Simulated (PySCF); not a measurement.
Structure problem from calculated spectra and properties.

Formula: C4H10N2OSi2.

* UV, first state: lowest singlet excitation: 5.78 eV (215 nm, f = 0.001) [TDDFT CAM-B3LYP/def2-SVPD]
* NMR, other nuclei: isotropic shieldings of nuclei other than C and H, by class: -124 (1 N), 212 (1 N), -36 (1 O), 396 (2 Si) ppm [GIAO PBE0/pcSseg-1]
* 13C NMR: chemical shifts (computed TMS as zero) by class: 174.4 (1 C), 164.7 (1 C), 85.1 (1 C), 13.9 (1 C) ppm [GIAO PBE0/pcSseg-1]
* Dipole: 3.09 D [CAM-B3LYP/def2-SVPD]
* Triplet: lowest triplet excitation (Tamm–Dancoff): 4.19 eV [TDA CAM-B3LYP/def2-SVPD]
* UV, strongest line: among the 10 lowest singlet transitions: S2 at 5.82 eV (213 nm, f = 0.312) [TDDFT CAM-B3LYP/def2-SVPD]
* Valence photoelectron: vertical ionisation energy: 8.34 eV [ΔSCF CAM-B3LYP/def2-SVPD]
* 1H NMR: chemical shifts (computed TMS as zero) by class: 5.17 (1 H), 4.83 (6 H), 2.24 (3 H) ppm [GIAO PBE0/pcSseg-1]
* Rotational structure: rotational constants A, B, C: 2.141, 0.755, 0.568 GHz [PBE0-D3(BJ)/def2-SVP]

Gas-phase values; electronic properties from PySCF, density fitting. Levels stand in brackets. Geometry: PBE0-D3(BJ)/def2-SVP; no solvent, vibrations or thermal averaging. Each NMR value is the plain mean over a class of atoms that symmetry, rotation or inversion makes alike.

Question: Give a SMILES that accounts for the data.

Answer: Numbering: `[CH3:1][c:2]1[cH:3][c:4]([N:5]([SiH3:6])[SiH3:7])[o:8][n:9]1`. Its formula, C4H10N2OSi2, gives 3 degrees of unsaturation: 1 ring and 2 π bonds in the structure found (Kekulé form). 4 carbons fall into 4 classes; from least to most shielded: aromatic carbon bearing nitrogen [C4] (174.4 ppm), substituted aromatic carbon [C2] (164.7 ppm), aromatic CH carbon [C3] (85.1 ppm), benzylic-type carbon [C1] (13.9 ppm). Hydrogen classes from least to most shielded: 1 H on an aromatic CH carbon, C3 (5.17 ppm), 6 H on 2 SiH3 silicons, Si6/Si7 (4.83 ppm), 3 H on a benzylic-type carbon, C1 (2.24 ppm). The other shieldings belong to: -124 ppm, pyridine-type nitrogen [N9]; 212 ppm, nitrogen bridging silicon atoms [N5]; -36 ppm, ring oxygen [O8]; 396 ppm, SiH3 silicon [Si6/Si7]. The first electron is taken from the HOMO, whose largest Löwdin shares are 0.23 on the nitrogen bridging silicon atoms, 0.22 on the pyridine-type nitrogen, 0.21 on the aromatic CH carbon and 0.13 on the aromatic carbon bearing nitrogen. By its constants the optimised geometry is an asymmetric top. Structure: `Cc1cc(N([SiH3])[SiH3])on1`. Computed isomers that give other values at the same levels: `N[Si@H](O[SiH3])n1cccc1` (13C chemical shifts (computed TMS as zero) by class: 126.9 (2 C), 118.0 (2 C) ppm). The assignments are read from this structure; whether some other isomer fits the data as well wasn't checked.

Shape of the structure used: `[CH3:1][c:2]1[cH:3][c:4]([N:5]([SiH3:6])[SiH3:7])[o:8][n:9]1`: C3–C4–N5–Si6 180°.
